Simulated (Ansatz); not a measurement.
**Reading a saddle point**

A first-order saddle point of BNH4SeF2, singlet, PBE0-D4/def2-TZVP, with one imaginary mode of 1168i cm⁻¹:

```tsv
atom	x (Å)	y (Å)	z (Å)
B1	-0.2211	0.4426	-0.7321
N2	1.0322	-0.1355	-0.1158
F3	-0.9153	-0.3544	-1.5389
F4	-0.2239	1.7568	-0.9337
H5	0.2760	-0.1721	1.0153
Se6	-1.3203	0.1950	1.5583
H7	1.8254	0.4919	-0.0663
H8	1.3066	-1.0489	-0.4542
H9	-1.7596	-1.1753	1.2674
```

Ansatz 0.2.0; basis: def2-TZVPP and def2-QZVPP; cores frozen in the correlated methods. Filled d shells of the heavier atoms are correlated. The def2 sets are not built for correlating such inner shells, so the correlated values are less sure here. Extrapolation: Hartree–Fock as exp(−7.88 √X), correlation as X^−2.97.

(1) Which contacts change along the imaginary mode, and what lies on either side? (A judgement: the text doesn't fix the answer.)

(2) Which side is lower, and how far does the saddle lie above each? (To be estimated.)

The T1 diagnostic stays at or below 0.012.

## Answers

(1) The calculation gives: The step is BNH₂F₂ ([NH2][B]([F])[F]) + H₂Se → BHSeF₂ ([F][B]([F])[SeH]) + NH₃ (still joined by a long B–N bond), with the molecules in contact on both sides. Shortening one way: B1–Se6, N2–H5; lengthening the same way: B1–N2, H5–Se6.
| pair | one side (Å) | saddle (Å) | other side (Å) |
| --- | --- | --- | --- |
| B1–Se6 | 4.22 | 2.55 | 2.06 |
| N2–H5 | 4.01 | 1.36 | 1.02 |
| B1–N2 | 1.39 | 1.51 | 1.66 |
| H5–Se6 | 1.47 | 1.73 | 3.07 |

(2) By the calculation: The side with B1–Se6, N2–H5 short is lower by 4.2 kJ/mol; the saddle lies 120.4 kJ/mol above it and 116.2 kJ/mol above the other (CCSD(T) at an estimated basis limit (MP2 extrapolated from triple and quadruple zeta, plus CCSD(T) − MP2 in triple zeta); electronic energies).

Labels in which every atom is bracketed show which atoms are joined, not bond orders.

For scale, one of the runs: CCSD(T)/def2-TZVPP, 228 basis functions, launched by `ansatz run in.yaml --threads 8 --pin off --events-out ev --progress --plain --max-ram 19148MiB`. The run took 68 s on 8 CPU threads of a Oxide Virtual Turin-like (shared host), with 4.3 GiB of host memory at its peak.
